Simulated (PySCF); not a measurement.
## Working out the excitation energy of C

C [He] 2s2 2p2 (3P) → C [He] 2s1 2p3 (5S). All numbers are calculated (PySCF 2.14, the spin-free X2C one-electron Hamiltonian (Gaussian nucleus), in aug-cc-pVDZ-DK (4s3p2d, 23 functions)). Frozen: 1s2. Energies in hartree (1 hartree = 27.21139 eV):

```
            part   C (lower)   C (upper)
             UHF  -37.702689  -37.605389
CCSD correlation   -0.075844   -0.026735
             (T)   -0.001260   -0.000158
```

What does Hartree-Fock give?

(-37.605389) − (-37.702689) = 0.097300 hartree = 2.648 eV.

What do CCSD and CCSD(T) give?

The CCSD correlation energies differ by 0.049109 hartree = 1.336 eV and the triples by 0.001102 hartree = 0.030 eV, so CCSD gives 3.984 eV and CCSD(T) 4.014 eV.

Measured between the centres of the two terms (NIST): 4.179 eV, so CCSD(T) (valence) is off by -0.165 eV.

A double-zeta basis recovers only part of the correlation energy.

What remains against the reference includes basis incompleteness, the frozen core and higher excitations.
